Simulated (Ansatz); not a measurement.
Relaxation of BFH₅OP (9 atoms, charge 0, multiplicity 1), to a largest force component of 0.03 eV/Å in at most 50 steps.

Level of theory: RKS PBE-D4/6-31G* (Ansatz).

```xyz
9
Properties=species:S:1:pos:R:3
B 0.075 -0.319 -0.017
H 0.001 -0.669 1.124
F 1.276 -0.092 -0.561
O -1.012 -0.197 -0.832
H -1.832 -0.435 -0.362
P -0.118 2.568 1.153
H 1.052 2.705 1.974
H 0.662 2.378 -0.032
H -0.204 1.168 1.412
```

Where does it end, and by what steps?

It converged. The force dipped under the threshold on the way, but the program's further checks kept it going. After 47 steps the energy has fallen by 0.342 eV; F3 moved furthest, 2.70 Å.

```tsv
step	energy less start (eV)	largest force component (eV/Å)	accepted
0	0.0000	0.565	yes
2	-0.1483	0.632	yes
4	-0.1700	0.342	yes
6	-0.1822	0.110	yes
8	-0.1871	0.047	yes
10	-0.1905	0.146	yes
12	-0.1963	0.141	yes
14	-0.2008	0.149	yes
16	-0.2046	0.060	yes
18	-0.2080	0.198	yes
20	-0.2157	0.451	yes
22	-0.2087	0.710	no
24	-0.2470	0.103	yes
26	-0.2575	0.509	no
28	-0.2747	0.260	yes
30	-0.3019	0.052	yes
32	-0.3134	0.227	yes
34	-0.3228	0.138	yes
36	-0.3252	0.333	no
38	-0.3321	0.160	yes
40	-0.3351	0.072	yes
42	-0.3363	0.312	no
44	-0.3399	0.101	yes
46	-0.3414	0.007	yes
47	-0.3420	0.017	yes
```

```xyz
9
Properties=species:S:1:pos:R:3
B -0.061 -1.236 -0.407
H 0.469 -1.244 0.681
F -0.064 -2.369 -1.125
O -0.650 -0.141 -0.947
H -0.580 0.630 -0.335
P -0.002 2.458 1.153
H -0.870 3.249 1.971
H 0.737 3.579 0.658
H 0.922 2.180 2.209
```

Whether the end is a true minimum wasn't checked by a vibrational analysis.

Time of the run: 110 s on 1 thread of Arm Neoverse V1, with other jobs on the host, peak memory 0.15 GiB.
